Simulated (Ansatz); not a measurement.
## Forces away from equilibrium

C₃H₃B (SMILES B=C=C=C), closed shell, displaced at random from a GFN2-xTB minimum.

B1  (-2.189, -0.191, 0.214)
C2  (-0.919, -0.103, 0.118)
C3  (0.434, 0.042, -0.029)
C4  (1.727, 0.152, -0.169)
H5  (-3.401, -0.365, 0.404)
H6  (2.181, -0.007, -1.165)
H7  (2.360, 0.276, 0.696)
(Å)

Program: Ansatz 0.2.0. Basis: def2-TZVPP. Cores are frozen in the correlated methods.

CCSD(T) forces from the calculation:
```json
{"atom": "B1", "Fx": "-7.244", "Fy": "-0.782", "Fz (eV/Å)": "0.948"}
{"atom": "C2", "Fx": "9.733", "Fy": "1.004", "Fz (eV/Å)": "-1.032"}
{"atom": "C3", "Fx": "-4.512", "Fy": "-0.547", "Fz (eV/Å)": "0.489"}
{"atom": "C4", "Fx": "0.654", "Fy": "-0.314", "Fz (eV/Å)": "-0.806"}
{"atom": "H5", "Fx": "1.486", "Fy": "0.293", "Fz (eV/Å)": "-0.364"}
{"atom": "H6", "Fx": "-0.258", "Fy": "0.219", "Fz (eV/Å)": "0.690"}
{"atom": "H7", "Fx": "0.141", "Fy": "0.127", "Fz (eV/Å)": "0.076"}
```

(1) Which atom feels the largest CCSD(T) force, and how large is it?

T1 diagnostic: at most 0.018. The restricted Hartree–Fock reference is unstable towards an unrestricted one here. These are differences at one structure, and CCSD(T) in triple zeta is itself an approximation.

Results:

(1) C2, 9.84 eV/Å, along (0.99, 0.10, -0.10).

Root-mean-square difference of the force components from those of CCSD(T): PBE0-D4 0.267; wB97M-V 0.289; r2SCAN-D4 0.226; PBE-D4 0.197; wB97X-V 0.260; B97M-V 0.267 eV/Å.

For scale, one of the runs: CCSD(T)/def2-TZVPP forces, 166 basis functions (an equivalent command: `ansatz run in.yaml --threads 4`). Hardware: 4 CPU threads, shared host. Wall time 61 s; peak host memory 2.7 GiB.
